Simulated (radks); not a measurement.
Problem. Coherent X-ray form factor from a spherical all-electron density. All-electron calculation, scalar-relativistic Kohn-Sham, SCAN, spin-unpolarised, spherical densities, finite nucleus; meta-GGA in the generalised Kohn-Sham scheme; Fermi nuclear charge, rms radius of each element as measured or else 0.836 A^(1/3) + 0.57 fm. Program: a radial shooting solver on a logarithmic mesh with Libxc functionals.

| sin(theta)/lambda (1/angstrom) | f0 (electrons) |
|---|---|
| 0.05 | 44.103 |
| 0.1 | 41.841 |
| 0.15 | 38.980 |
| 0.2 | 36.033 |
| 0.25 | 33.230 |
| 0.3 | 30.670 |
| 0.4 | 26.401 |
| 0.5 | 23.203 |
| 0.6 | 20.813 |
| 0.8 | 17.312 |
| 1 | 14.431 |
| 1.25 | 11.289 |
| 1.5 | 8.884 |
| 2 | 6.258 |

The species is in the configuration that NIST lists as its ground one. Which atom or ion scatters so?

Solution. Neutral rhodium, [Kr] 4d8 5s1. Extrapolating in s^2 from the first two rows gives f0(0) = 44.9, near the electron count 45; among species with that count, the fall with angle is slower the higher Z, and the table is that of Z = 45; from so few rows the species is fixed only to a neighbour or two.
